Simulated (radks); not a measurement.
The scandium ion Sc+ inside a hard spherical wall (all orbitals vanish at R), configuration held at [Ar] 3d1 4s1 and not refilled when levels cross. All-electron calculation, scalar-relativistic Kohn-Sham, r2SCAN, spin-unpolarised, spherical densities, finite nucleus; meta-GGA in the generalised Kohn-Sham scheme; Fermi nuclear charge, rms radius 3.5459 fm. Program: a radial shooting solver on a logarithmic mesh with Libxc functionals. Eigenvalues in eV, with the zero of energy where the potential of the charges vanishes at infinity; a dash marks a level that is unbound or too diffuse for the functional's potential to be trusted. A positive occupied level is held by the wall or, in an anion where self-interaction has pushed it up, behind a barrier. The pressure on the wall is -dE/dV.

R (bohr)  E (hartree)  kinetic (hartree)    e(3s)    e(3p)   e(4s)   e(3d)  e(4p, empty)  e(5s, empty)  pressure (GPa)
free       -763.97900            769.818  -64.105  -41.706  -9.663  -9.654        -6.070             -               0
20         -763.97900            769.818  -64.105  -41.706  -9.663  -9.654        -6.070             -        < 0.0001
12         -763.97900            769.818  -64.104  -41.705  -9.662  -9.653        -6.067        -0.732        0.000189
8          -763.97684            769.838  -63.989  -41.591  -9.553  -9.551        -5.807         2.392           0.103
6          -763.95282            769.977  -63.331  -40.947  -8.664  -8.961        -4.240        10.543            2.03
5          -763.89367            770.230  -62.373  -40.019  -6.806  -8.044        -1.431        21.469            9.39
4          -763.69477            770.946  -60.418  -38.136  -1.237  -5.914         6.105        46.152            52.0
3.5        -763.43417            771.856  -58.617  -36.374   5.417  -3.695        14.405        70.613             142
1.5        -740.03596            840.894   20.470   48.261  314.72  86.256        324.06        766.54           66200
